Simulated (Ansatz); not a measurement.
# Molecular dynamics of C₄H₁₆N₂Si₂

Input:

```yaml
crystal:
  periodic: [false, false, false]
  atoms:
    - { symbol: Si, position_ang: [0.070231, 0.015271, -0.06289] }
    - { symbol: "N", position_ang: [0.34442, 0.017639, 1.629193] }
    - { symbol: C, position_ang: [-0.631533, -0.12568, 2.600457] }
    - { symbol: H, position_ang: [-1.489895, -0.692779, 2.143205] }
    - { symbol: H, position_ang: [-0.318065, -0.761787, 3.399756] }
    - { symbol: H, position_ang: [-0.9205, 0.866648, 3.021877] }
    - { symbol: C, position_ang: [1.536575, 0.549311, 2.269312] }
    - { symbol: H, position_ang: [1.76562, 0.129014, 3.254556] }
    - { symbol: H, position_ang: [2.421129, 0.553658, 1.615742] }
    - { symbol: H, position_ang: [1.533279, 1.682379, 2.504991] }
    - { symbol: Si, position_ang: [2.144292, -0.570593, -0.985739] }
    - { symbol: H, position_ang: [2.823275, -1.376845, 0.022826] }
    - { symbol: H, position_ang: [2.035047, -1.326906, -2.258568] }
    - { symbol: H, position_ang: [2.96595, 0.472018, -1.495678] }
    - { symbol: "N", position_ang: [-0.842787, 1.383166, -0.620895] }
    - { symbol: C, position_ang: [-2.317065, 1.287282, -0.536079] }
    - { symbol: H, position_ang: [-2.648253, 0.263977, -0.487481] }
    - { symbol: H, position_ang: [-2.744585, 1.739156, 0.394792] }
    - { symbol: H, position_ang: [-2.808388, 1.796454, -1.390517] }
    - { symbol: C, position_ang: [-0.241593, 2.699434, -0.719169] }
    - { symbol: H, position_ang: [-0.686426, 3.169493, -1.633785] }
    - { symbol: H, position_ang: [-0.517228, 3.311025, 0.276084] }
    - { symbol: H, position_ang: [0.876532, 2.685776, -0.854228] }
    - { symbol: H, position_ang: [-1.044344, -0.969838, -0.345064] }
basis:
  gaussian: { orbitals: STO-3G }
hamiltonian:
  xc: cam_b3lyp
  dispersion: d4
md:
  timestep: 0.5
  n_steps: 166
  ensemble: nvt_nose_hoover
  temperature: 50.0
  initial_velocities: maxwell_boltzmann
  seed: 565934
```

Command:

```bash
$ ansatz run input.yaml --threads 2 --pin off --max-ram 3072MiB --backend cpu --events-out ev --progress --plain --runs-dir out
```

It goes on from the last frame of an earlier run, with new velocities.

Output, in part (step lines, the closing report, with atoms numbered from 0):

```
md step     0: t =     0.00 fs  T =    50.0 K  F+E_penalty+E_count = -22865.70739597 eV  E_kin = 0.142186 eV  conserved = -22865.56520997 eV  (24 SCF iters)
md step     1: t =     0.50 fs  T =    58.3 K  F+E_penalty+E_count = -22865.73128601 eV  E_kin = 0.165840 eV  conserved = -22865.56544606 eV  (21 SCF iters)
md step     2: t =     1.00 fs  T =    90.5 K  F+E_penalty+E_count = -22865.82392603 eV  E_kin = 0.257301 eV  conserved = -22865.56662240 eV  (20 SCF iters)
md step     3: t =     1.50 fs  T =   140.1 K  F+E_penalty+E_count = -22865.96679510 eV  E_kin = 0.398298 eV  conserved = -22865.56847523 eV  (22 SCF iters)
md step     4: t =     2.00 fs  T =   197.0 K  F+E_penalty+E_count = -22866.13082906 eV  E_kin = 0.560139 eV  conserved = -22865.57059527 eV  (26 SCF iters)
md step     5: t =     2.50 fs  T =   249.8 K  F+E_penalty+E_count = -22866.28309852 eV  E_kin = 0.710329 eV  conserved = -22865.57248585 eV  (26 SCF iters)
md step     6: t =     3.00 fs  T =   288.6 K  F+E_penalty+E_count = -22866.39489076 eV  E_kin = 0.820625 eV  conserved = -22865.57360383 eV  (26 SCF iters)
md step    97: t =    48.50 fs  T =   175.4 K  F+E_penalty+E_count = -22866.47659219 eV  E_kin = 0.498692 eV  conserved = -22865.57056552 eV  (26 SCF iters)
[... lines left out ...]
md step   163: t =    81.50 fs  T =   167.1 K  F+E_penalty+E_count = -22866.72545229 eV  E_kin = 0.475307 eV  conserved = -22865.57193071 eV  (25 SCF iters)
md step   164: t =    82.00 fs  T =   180.4 K  F+E_penalty+E_count = -22866.76751837 eV  E_kin = 0.513097 eV  conserved = -22865.57246025 eV  (26 SCF iters)
md step   165: t =    82.50 fs  T =   192.5 K  F+E_penalty+E_count = -22866.80639985 eV  E_kin = 0.547494 eV  conserved = -22865.57291614 eV  (25 SCF iters)
md step   166: t =    83.00 fs  T =   201.1 K  F+E_penalty+E_count = -22866.83517413 eV  E_kin = 0.571742 eV  conserved = -22865.57317603 eV  (24 SCF iters)
Total energy: -22866.83530456 eV, -840.3406977449 hartree
Atom 0 at     0.073822    -0.178995    -0.021256 Å, force     0.195658     0.088865     0.438540 eV/Å
Atom 1 at     0.342386    -0.097696     1.722430 Å, force     0.075132     0.103579     0.377817 eV/Å
Atom 2 at    -0.802139     0.063112     2.667983 Å, force     0.803717    -1.101713     0.312080 eV/Å
Atom 3 at    -1.644180    -0.587112     2.384543 Å, force    -0.088856     0.205379    -0.173819 eV/Å
Atom 4 at    -0.455464    -0.279457     3.677019 Å, force    -0.338873     0.340985    -0.501057 eV/Å
Atom 5 at    -1.120031     1.107004     2.750339 Å, force    -0.410498     0.403037     0.108117 eV/Å
Atom 6 at     1.500139     0.626996     2.291199 Å, force     0.745367    -0.036884     0.325095 eV/Å
Atom 7 at     1.805839     0.259020     3.299226 Å, force    -0.268262    -0.359742    -0.546740 eV/Å
Atom 8 at     2.376312     0.586782     1.637591 Å, force     0.189803    -0.466135    -0.236960 eV/Å
Atom 9 at     1.353539     1.692915     2.452491 Å, force    -0.616340     0.905846    -0.014881 eV/Å
Atom 10 at     2.019629    -0.326196    -1.105553 Å, force     0.215283    -0.382721    -0.118803 eV/Å
Atom 11 at     2.800568    -1.356613    -0.465999 Å, force     0.079573     0.016569    -0.310084 eV/Å
Atom 12 at     1.806310    -0.593923    -2.508997 Å, force    -0.008207    -0.265168     0.234208 eV/Å
Atom 13 at     2.771038     0.882347    -1.091247 Å, force     0.261152     0.327992     0.210408 eV/Å
Atom 14 at    -0.751681     1.204283    -0.730384 Å, force    -0.477147     0.820574     0.047132 eV/Å
Atom 15 at    -2.222703     1.331088    -0.488599 Å, force    -0.092733    -0.751879    -0.044145 eV/Å
Atom 16 at    -2.659796     0.328712    -0.668212 Å, force    -0.015844     0.272029    -0.080182 eV/Å
Atom 17 at    -2.528135     1.599931     0.535234 Å, force     0.246419     0.247194     0.335687 eV/Å
Atom 18 at    -2.736888     2.042007    -1.159026 Å, force     0.430118     0.026818    -0.177416 eV/Å
Atom 19 at     0.012346     2.509000    -0.687506 Å, force    -1.344232     0.181949    -0.519089 eV/Å
Atom 20 at    -0.497104     3.287879    -1.359897 Å, force     0.832465    -1.179048     0.901605 eV/Å
Atom 21 at     0.098077     2.950857     0.337861 Å, force    -0.009539    -0.164996    -0.425590 eV/Å
Atom 22 at     1.019036     2.271036    -1.067261 Å, force    -0.010350     0.514523     0.025285 eV/Å
Atom 23 at    -0.693587    -1.386384    -0.189529 Å, force    -0.393806     0.252947    -0.167210 eV/Å
Dipole moment:    -0.052899     0.125909     0.086718 e Å
```

The steps, from the saved trajectory:

```json
{"time (fs)": "0", "T (K)": "50", "potential energy less start (eV)": "0.000", "conserved less start (meV/atom)": "0.00"}
{"time (fs)": "2.5", "T (K)": "250", "potential energy less start (eV)": "-0.576", "conserved less start (meV/atom)": "-0.30"}
{"time (fs)": "5", "T (K)": "294", "potential energy less start (eV)": "-0.702", "conserved less start (meV/atom)": "-0.12"}
{"time (fs)": "7.5", "T (K)": "356", "potential energy less start (eV)": "-0.894", "conserved less start (meV/atom)": "-0.33"}
{"time (fs)": "10", "T (K)": "218", "potential energy less start (eV)": "-0.511", "conserved less start (meV/atom)": "-0.09"}
{"time (fs)": "12.5", "T (K)": "265", "potential energy less start (eV)": "-0.664", "conserved less start (meV/atom)": "-0.25"}
{"time (fs)": "15", "T (K)": "263", "potential energy less start (eV)": "-0.674", "conserved less start (meV/atom)": "-0.14"}
{"time (fs)": "17.5", "T (K)": "286", "potential energy less start (eV)": "-0.771", "conserved less start (meV/atom)": "-0.29"}
{"time (fs)": "20", "T (K)": "226", "potential energy less start (eV)": "-0.620", "conserved less start (meV/atom)": "-0.12"}
{"time (fs)": "22.5", "T (K)": "323", "potential energy less start (eV)": "-0.933", "conserved less start (meV/atom)": "-0.31"}
{"time (fs)": "25", "T (K)": "246", "potential energy less start (eV)": "-0.744", "conserved less start (meV/atom)": "-0.14"}
{"time (fs)": "27.5", "T (K)": "246", "potential energy less start (eV)": "-0.777", "conserved less start (meV/atom)": "-0.32"}
{"time (fs)": "30", "T (K)": "139", "potential energy less start (eV)": "-0.492", "conserved less start (meV/atom)": "-0.12"}
{"time (fs)": "32.5", "T (K)": "255", "potential energy less start (eV)": "-0.843", "conserved less start (meV/atom)": "-0.28"}
{"time (fs)": "35", "T (K)": "283", "potential energy less start (eV)": "-0.952", "conserved less start (meV/atom)": "-0.22"}
{"time (fs)": "37.5", "T (K)": "272", "potential energy less start (eV)": "-0.950", "conserved less start (meV/atom)": "-0.28"}
{"time (fs)": "40", "T (K)": "229", "potential energy less start (eV)": "-0.851", "conserved less start (meV/atom)": "-0.22"}
{"time (fs)": "42.5", "T (K)": "238", "potential energy less start (eV)": "-0.899", "conserved less start (meV/atom)": "-0.25"}
{"time (fs)": "45", "T (K)": "229", "potential energy less start (eV)": "-0.896", "conserved less start (meV/atom)": "-0.25"}
{"time (fs)": "47.5", "T (K)": "199", "potential energy less start (eV)": "-0.829", "conserved less start (meV/atom)": "-0.27"}
{"time (fs)": "50", "T (K)": "173", "potential energy less start (eV)": "-0.772", "conserved less start (meV/atom)": "-0.21"}
{"time (fs)": "52.5", "T (K)": "263", "potential energy less start (eV)": "-1.050", "conserved less start (meV/atom)": "-0.30"}
{"time (fs)": "55", "T (K)": "258", "potential energy less start (eV)": "-1.059", "conserved less start (meV/atom)": "-0.25"}
{"time (fs)": "57.5", "T (K)": "227", "potential energy less start (eV)": "-0.997", "conserved less start (meV/atom)": "-0.29"}
{"time (fs)": "60", "T (K)": "171", "potential energy less start (eV)": "-0.856", "conserved less start (meV/atom)": "-0.24"}
{"time (fs)": "62.5", "T (K)": "204", "potential energy less start (eV)": "-0.971", "conserved less start (meV/atom)": "-0.26"}
{"time (fs)": "65", "T (K)": "253", "potential energy less start (eV)": "-1.137", "conserved less start (meV/atom)": "-0.31"}
{"time (fs)": "67.5", "T (K)": "204", "potential energy less start (eV)": "-1.021", "conserved less start (meV/atom)": "-0.26"}
{"time (fs)": "70", "T (K)": "180", "potential energy less start (eV)": "-0.974", "conserved less start (meV/atom)": "-0.29"}
{"time (fs)": "72.5", "T (K)": "158", "potential energy less start (eV)": "-0.930", "conserved less start (meV/atom)": "-0.28"}
{"time (fs)": "75", "T (K)": "158", "potential energy less start (eV)": "-0.948", "conserved less start (meV/atom)": "-0.29"}
{"time (fs)": "77.5", "T (K)": "154", "potential energy less start (eV)": "-0.956", "conserved less start (meV/atom)": "-0.30"}
{"time (fs)": "80", "T (K)": "144", "potential energy less start (eV)": "-0.942", "conserved less start (meV/atom)": "-0.26"}
{"time (fs)": "82.5", "T (K)": "193", "potential energy less start (eV)": "-1.099", "conserved less start (meV/atom)": "-0.32"}
```

The run went to its last step. The conserved energy stayed within 0.35 meV per atom of its start (net change -0.33 meV per atom), so the integration is sound. The mean temperature of the second half is 300 % above the set value. A run of 0.083 ps of so small a system gives no equilibrium averages. Limits of this set-up: minimal basis.

The same pairs are bonded in the first frame and the last. Pairs count as bonded within 1.25 times the sum of covalent radii (0.12 Å more for H–H).

Last frame:

```xyz
24
Properties=species:S:1:pos:R:3
Si 0.074 -0.179 -0.021
N 0.342 -0.098 1.722
C -0.802 0.063 2.668
H -1.644 -0.587 2.385
H -0.456 -0.280 3.677
H -1.120 1.107 2.750
C 1.500 0.627 2.291
H 1.806 0.259 3.299
H 2.376 0.587 1.638
H 1.353 1.693 2.453
Si 2.020 -0.326 -1.106
H 2.801 -1.357 -0.466
H 1.806 -0.594 -2.509
H 2.771 0.882 -1.091
N -0.752 1.204 -0.730
C -2.223 1.331 -0.489
H -2.660 0.329 -0.668
H -2.528 1.600 0.535
H -2.737 2.042 -1.159
C 0.012 2.509 -0.688
H -0.497 3.288 -1.360
H 0.098 2.951 0.338
H 1.019 2.271 -1.067
H -0.694 -1.386 -0.190
```

The run took 18 min on 2 threads of Intel(R) Xeon(R) Processor @ 2.70GHz (shared host), peak memory 0.25 GiB.
